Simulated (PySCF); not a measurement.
PySCF input file for CH8FNOSi2, SMILES C[Si@H](N)[Si@@H](O)F, SMD-B3LYP/6-31G*. Geometry: B3LYP-D3(BJ)/def2-SVP. The structure was generated by enumeration; whether it is a known compound was not checked. One conformer was computed; it need not be the lowest.

```python
import numpy as np
from pyscf import gto, scf, dft
from pyscf.solvent import smd

mol = gto.M(
    atom='''
    C    -1.20188228    0.83639929    1.80203861
    Si   -1.20385071    0.30629536   -0.01017304
    N    -1.88596500   -1.24942019   -0.39056868
    Si    1.02010283    0.09395366   -0.69704726
    O     1.93131147    1.13385491    0.22906741
    F     1.44816012   -1.45593854   -0.35189662
    H    -0.68865249    0.08763881    2.42667543
    H    -2.22480222    0.96876176    2.19139506
    H    -0.66134126    1.79138943    1.91004368
    H    -1.93256814    1.34101101   -0.80562456
    H    -2.87652613   -1.43608057   -0.26427876
    H    -1.33259570   -2.07693567   -0.18571884
    H     1.34626454    0.26351706   -2.14418433
    H     2.87180747    1.21736494    0.02905601
    ''',
    basis='6-31G*',
    charge=0,
    spin=0,
    max_memory=1600,
    verbose=3,
)
mf = dft.RKS(mol, xc='b3lyp').density_fit(auxbasis='def2-universal-jkfit')
mf.grids.level = 3
mf.conv_tol = 1e-9
mf.max_cycle = 100
mf.kernel()
res = {}
for name in ['water', 'ethylethanoate', 'chloroform']:
    s = mf.SMD()
    s.with_solvent.solvent, s.with_solvent.sasa_ng = name, 194
    s.kernel(mf.make_rdm1())
    res[name] = (s.e_tot, s.with_solvent.get_cds(), s.dip_moment(), s.mo_energy, s.converged)
    print(f'SMD {name}: dG(solv) = {(s.e_tot - mf.e_tot) * 627.509474:.3f} kcal/mol, of which CDS {res[name][1] * 627.509474:.3f}')
```

Program output:

```
converged SCF energy = -851.848559841343
converged SCF energy = -851.855933462697
Dipole moment(X, Y, Z, Debye): -0.19893,  0.10639,  0.47211
SMD water: dG(solv) = -4.627 kcal/mol, of which CDS 5.103
converged SCF energy = -851.856455577388
Dipole moment(X, Y, Z, Debye): -0.26263,  0.17859,  0.51853
SMD ethylethanoate: dG(solv) = -4.955 kcal/mol, of which CDS 0.282
converged SCF energy = -851.856910256206
Dipole moment(X, Y, Z, Debye): -0.21158,  0.18409,  0.49486
SMD chloroform: dG(solv) = -5.240 kcal/mol, of which CDS 0.431
```

The run converged.

Cost: around 100 core-seconds (rough).
